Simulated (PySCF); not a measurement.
Species: sum formula H₇SiN₂O₂, net charge 1, singlet state. It need not be the lowest isomer of its formula. 
Coordinates optimised at B3LYP-D3(BJ)/def2-TZVP (Ansatz):
```
Si
O 1 1.6087
H 2 0.9613 1 125.62
O 1 1.6087 2 120.45 3 -82.78
H 4 0.9613 1 125.62 2 82.78
N 1 1.6672 2 114.93 3 61.56
H 6 1.0084 1 123.64 2 -161.05
H 6 1.0084 7 112.60 1 -176.17
N 1 1.8828 2 95.45 3 177.62
H 9 1.0210 1 111.87 2 -58.73
H 9 1.0210 10 107.88 1 123.45
H 9 1.0227 10 107.35 11 115.40
```
Charge +1, spin multiplicity 1.

Dispersion corrections to the total energy (kcal/mol) from the dftd3 and dftd4 libraries through PySCF: D3(BJ) without and D4 with the three-body term, each with the damping fitted for the functional named.

```tsv
functional	D3(BJ)	D4
revPBE	?	-16.29
PBE	-5.51	?
B2GP-PLYP	-3.56	-2.14
TPSSh	-6.35	-6.30
BLYP	-11.62	-11.45
LC-wPBE	-5.16	-5.71
PW6B95	?	-4.58
```

### Question
Complete the blanks.

### Answer

- revPBE, D3(BJ): -13.76
- PBE, D4: -5.14
- PW6B95, D3(BJ): -2.75
